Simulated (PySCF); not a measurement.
dimethylsulfoxide (C$_{2}$H$_{6}$OS), singlet, geometry from GFN2-xTB; DF-PBE/6-311G** (PySCF).

Input for PySCF:
```python
from pyscf import gto, scf, dft

mol = gto.M(
    atom='''
S    -0.00638160    0.25789735   -0.45583475
O    -0.01284941    1.45780980    0.37857550
C     1.37076266   -0.79819518    0.18724665
C    -1.35000243   -0.82772888    0.20862756
H     1.27987622   -0.89677085    1.26308812
H    -2.29810816   -0.35220996   -0.01997107
H     1.32489255   -1.76477228   -0.30045787
H     2.30461413   -0.30224775   -0.05614119
H    -1.29083210   -1.79316578   -0.27990241
H    -1.24010316   -0.92412504    1.28289118
''',
    basis='6-311g**',
    verbose=4,
)

mf = dft.RKS(mol)
mf.xc = 'pbe'
mf = mf.density_fit(auxbasis='def2-universal-jkfit')
mf.kernel()
```

What the program printed (banner, timings and long lists left out):

```
PySCF version 2.14.0

[INPUT] verbose = 4
[INPUT] num. atoms = 10
[INPUT] num. electrons = 42
[INPUT] charge = 0
[INPUT] spin (= nelec alpha-beta = 2S) = 0
[INPUT] symmetry False subgroup None
[INPUT] Mole.unit = angstrom
[INPUT] Symbol           X                Y                Z      unit          X                Y                Z       unit  Magmom
[INPUT]  1 S     -0.006381600000   0.257897350000  -0.455834750000 AA   -0.012059476237   0.487355359751  -0.861402835560 Bohr   0.0
[INPUT]  2 O     -0.012849410000   1.457809800000   0.378575500000 AA   -0.024281865762   2.754861263707   0.715404012470 Bohr   0.0
[INPUT]  3 C      1.370762660000  -0.798195180000   0.187246650000 AA    2.590366009180  -1.508370284148   0.353844886242 Bohr   0.0
[INPUT]  4 C     -1.350002430000  -0.827728880000   0.208627560000 AA   -2.551134860197  -1.564180888593   0.394248950436 Bohr   0.0
[INPUT]  5 H      1.279876220000  -0.896770850000   1.263088120000 AA    2.418615529144  -1.694651302993   2.386890617992 Bohr   0.0
[INPUT]  6 H     -2.298108160000  -0.352209960000  -0.019971070000 AA   -4.342795027028  -0.665580362744  -0.037739852715 Bohr   0.0
[INPUT]  7 H      1.324892550000  -1.764772280000  -0.300457870000 AA    2.503684063977  -3.334936281424  -0.567783086270 Bohr   0.0
[INPUT]  8 H      2.304614130000  -0.302247750000  -0.056141190000 AA    4.355089528503  -0.571165469266  -0.106091473407 Bohr   0.0
[INPUT]  9 H     -1.290832100000  -1.793165780000  -0.279902410000 AA   -2.439319141797  -3.388592220142  -0.528938896506 Bohr   0.0
[INPUT] 10 H     -1.240103160000  -0.924125040000   1.282891180000 AA   -2.343455338608  -1.746343230453   2.424312977820 Bohr   0.0

nuclear repulsion = 183.517488509763
number of shells = 60
number of NR pGTOs = 186
number of NR cGTOs = 116
basis = 6-311g**
ecp = {}

******** <class 'pyscf.df.df_jk.DFRKS'> ********
method = DFRKS
initial guess = minao
damping factor = 0
level_shift factor = 0
DIIS = <class 'pyscf.scf.diis.CDIIS'>
diis_start_cycle = 1
diis_space = 8
diis_damp = 0
SCF conv_tol = 1e-09
SCF conv_tol_grad = None
SCF max_cycles = 50
direct_scf = False
XC library pyscf.dft.libxc version 7.1.2
    S. Lehtola, C. Steigemann, M. J. T. Oliveira, and M. A. L. Marques,  SoftwareX 7, 1–5 (2018)
XC functionals = pbe
    J. P. Perdew, K. Burke, and M. Ernzerhof,  Phys. Rev. Lett. 77, 3865 (1996)
    J. P. Perdew, K. Burke, and M. Ernzerhof,  Phys. Rev. Lett. 78, 1396 (1997)
    J. P. Perdew, K. Burke, and M. Ernzerhof,  Phys. Rev. Lett. 77, 3865 (1996)
    J. P. Perdew, K. Burke, and M. Ernzerhof,  Phys. Rev. Lett. 78, 1396 (1997)
radial grids:
    Treutler-Ahlrichs [JCP 102, 346 (1995); DOI:10.1063/1.469408] (M4) radial grids

becke partition: Becke, JCP 88, 2547 (1988); DOI:10.1063/1.454033
pruning grids: <function nwchem_prune>
grids dens level: 3
symmetrized grids: False
atomic radii adjust function: <function treutler_atomic_radii_adjust>
small_rho_cutoff = 0
Set gradient conv threshold to 3.16228e-05
Initial guess from minao.
tot grids = 120048
init E= -553.198670901535
  HOMO = -0.289063341008592  LUMO = -0.0415901945520812  gap/eV = 6.73409
cycle= 1 E= -552.65912791091  delta_E= 0.54  |g|= 1.07  |ddm|= 2.51
  HOMO = -0.0334297922659038  LUMO = 0.0184785905069837  gap/eV = 1.41250
cycle= 2 E= -550.058223852803  delta_E=  2.6  |g|= 3.26  |ddm|= 6.96
  HOMO = -0.204388200145236  LUMO = 0.0100254059012319  gap/eV = 5.83449
cycle= 3 E= -552.781055628397  delta_E= -2.72  |g|= 0.596  |ddm|= 6.71
  HOMO = -0.193038878993828  LUMO = -0.00168180328257665  gap/eV = 5.20709
cycle= 4 E= -552.856343143341  delta_E= -0.0753  |g|= 0.293  |ddm|= 0.825
  HOMO = -0.194716813658989  LUMO = -0.00370715491924154  gap/eV = 5.19764
cycle= 5 E= -552.876319589013  delta_E= -0.02  |g|= 0.0509  |ddm|= 0.258
  HOMO = -0.189110824782971  LUMO = 0.00216332200189544  gap/eV = 5.20483
cycle= 6 E= -552.87690748749  delta_E= -0.000588  |g|= 0.0201  |ddm|= 0.0712
  HOMO = -0.191726962834274  LUMO = 0.000653828982166804  gap/eV = 5.23495
cycle= 7 E= -552.877004082112  delta_E= -9.66e-05  |g|= 0.00518  |ddm|= 0.0273
  HOMO = -0.191609999847017  LUMO = 0.00089711861109464  gap/eV = 5.23839
cycle= 8 E= -552.877009254605  delta_E= -5.17e-06  |g|= 0.00161  |ddm|= 0.00449
  HOMO = -0.191793129908492  LUMO = 0.000798008810574738  gap/eV = 5.24067
cycle= 9 E= -552.87700980786  delta_E= -5.53e-07  |g|= 0.000345  |ddm|= 0.00179
  HOMO = -0.191813976683553  LUMO = 0.000794118187101148  gap/eV = 5.24113
cycle= 10 E= -552.877009833133  delta_E= -2.53e-08  |g|= 4.24e-05  |ddm|= 0.000392
  HOMO = -0.191811396462448  LUMO = 0.000797106174409467  gap/eV = 5.24114
cycle= 11 E= -552.877009833535  delta_E= -4.02e-10  |g|= 5.77e-06  |ddm|= 4.15e-05
  HOMO = -0.191812906157009  LUMO = 0.000796308875479261  gap/eV = 5.24116
Extra cycle  E= -552.877009833521  delta_E= 1.46e-11  |g|= 1.07e-05  |ddm|= 2.13e-05
converged SCF energy = -552.877009833521
```
